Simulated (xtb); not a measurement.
GaF₃, SMILES [F][Ga]([F])[F]. All values are semi-empirical tight-binding results from xtb (GFN2-xTB unless named), good for trends rather than for accurate numbers. The structure is a stationary point at GFN2-xTB. The isomer is the one that the SMILES or the coordinates give; other isomers of the formula were not compared.

For metal compounds this method's bond lengths and energies can be far off.

```json
{
  "point_group_as_xtb_finds_it": "D3h",
  "orbital_gap": "3.92 eV",
  "zero_point_energy": "2.5 kcal/mol",
  "G − E(el) at 298.15 K (modified RRHO)": "-15.4 kcal/mol"
}
```
